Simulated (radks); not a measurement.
Results of a calculation; reference values are marked as such.
Question: Radial electron density D(r) = 4 pi r^2 rho(r) of an atom or ion with 43 electrons. Code: a radial shooting solver on a logarithmic mesh with Libxc functionals. Model: Dirac Kohn-Sham, BLYP, spin-unpolarised, spherical densities, finite nucleus; Fermi nuclear charge, rms radius of each element as measured or else 0.836 A^(1/3) + 0.57 fm.

```
   r/bohr * D(r) (the largest magnitude, 72.2, reaches the edge; | marks zero)
 0.003585 |       *
 0.004668 |          *
 0.006078 |                *
 0.007914 |                      *
  0.01031 |                             *
  0.01342 |                                     *
  0.01747 |                                          *
  0.02275 |                                            *
  0.02963 |                                          *
  0.03858 |                                      *
  0.05023 |                                      *
  0.06541 |                                             *
  0.08517 |                                                     *
   0.1109 |                                                      *
   0.1444 |                                            *
    0.188 |                                    *
   0.2448 |                                        *
   0.3214 |                                           *
   0.4185 |                              *
   0.5449 |               *
   0.7096 |           *
   0.9239 |            *
    1.203 |        *
    1.567 |   *
     2.04 |*
    2.656 *
    3.459 *
    4.504 *
```

What is the nuclear charge?

Answer: Z = 46. The innermost maximum, from 1s, lies near gamma/Z bohr with gamma = sqrt(1 - (Z/c)^2) = 0.942, here 0.0205 bohr (found: 0.0224), and its height grows with Z. The density is that of the palladium ion Pd3+ in [Kr] 4d7; the configuration itself is not fixed sharply by these data, and Z only to a few units. D(r) has 4 maxima, at r = 0.0224, 0.0984, 0.299, 0.888 bohr, and minima at 0.0446, 0.194, 0.682 bohr, inside which lie 2.04, 11.17, 29.11 electrons.
